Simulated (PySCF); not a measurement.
**`C1=C\C=C/C=C\C=C/1`, C$_{8}$H$_{8}$**

Molfile (atoms numbered from 1):
```
C8H8
     RDKit          3D

 16 16  0  0  0  0  0  0  0  0999 V2000
   -1.4961   -0.7335    0.4638 C   0  0  0  0  0  0  0  0  0  0  0  0
   -0.5123   -1.6312    0.2971 C   0  0  0  0  0  0  0  0  0  0  0  0
    0.6618   -1.5067   -0.5761 C   0  0  0  0  0  0  0  0  0  0  0  0
    1.5655   -0.5144   -0.5797 C   0  0  0  0  0  0  0  0  0  0  0  0
    1.5833    0.6695    0.2889 C   0  0  0  0  0  0  0  0  0  0  0  0
    0.5995    1.5671    0.4559 C   0  0  0  0  0  0  0  0  0  0  0  0
   -0.7182    1.5683   -0.1924 C   0  0  0  0  0  0  0  0  0  0  0  0
   -1.6218    0.5760   -0.1888 C   0  0  0  0  0  0  0  0  0  0  0  0
   -2.3434   -1.0251    1.0969 H   0  0  0  0  0  0  0  0  0  0  0  0
   -0.6193   -2.5980    0.8047 H   0  0  0  0  0  0  0  0  0  0  0  0
    0.8459   -2.3604   -1.2403 H   0  0  0  0  0  0  0  0  0  0  0  0
    2.4304   -0.6208   -1.2464 H   0  0  0  0  0  0  0  0  0  0  0  0
    2.5378    0.8673    0.7924 H   0  0  0  0  0  0  0  0  0  0  0  0
    0.8137    2.4401    1.0851 H   0  0  0  0  0  0  0  0  0  0  0  0
   -1.0093    2.5156   -0.6631 H   0  0  0  0  0  0  0  0  0  0  0  0
   -2.5938    0.7760   -0.6569 H   0  0  0  0  0  0  0  0  0  0  0  0
  1  2  2  0
  2  3  1  0
  3  4  2  0
  4  5  1  0
  5  6  2  0
  6  7  1  0
  7  8  2  0
  8  1  1  0
  1  9  1  0
  2 10  1  0
  3 11  1  0
  4 12  1  0
  5 13  1  0
  6 14  1  0
  7 15  1  0
  8 16  1  0
M  END
```

Method used: TDDFT CAM-B3LYP/aug-cc-pVDZ excited states, vertical, gas phase in PySCF. Geometry: PBE0-D3(BJ)/def2-SVP.

Singlets 3 and 4, 5 and 6 lie within 0.01 eV of each other, so their separate moments and overlaps can depend on how they mix.

(1) Give the one- and two-photon strengths of the lowest singlets.

## Answers

(1) δ for parallel linear polarisation; σ at the peak of a Lorentzian of half width 0.1 eV, single beam; Ω is circular over linear.
```
state  E (eV)      f  photon λ (nm)  δ (au)  σ (GM)     Ω                                main
   S1    3.71  0.000            669    <0.1    0.00     –                      HOMO→LUMO 0.99
   S2    5.45  0.000            455     279    3.04  0.21                    HOMO→LUMO+1 0.92
   S3    5.51  0.001            450    4.02    0.04  1.50  HOMO−1→LUMO 0.35, HOMO→LUMO+2 0.34
   S4    5.51  0.001            450    4.06    0.04  1.50  HOMO−2→LUMO 0.35, HOMO→LUMO+3 0.34
   S5    5.93  0.091            418    53.3    0.69  1.50  HOMO→LUMO+2 0.45, HOMO−1→LUMO 0.41
   S6    5.94  0.091            418      53    0.69  1.50  HOMO→LUMO+3 0.45, HOMO−2→LUMO 0.41
```
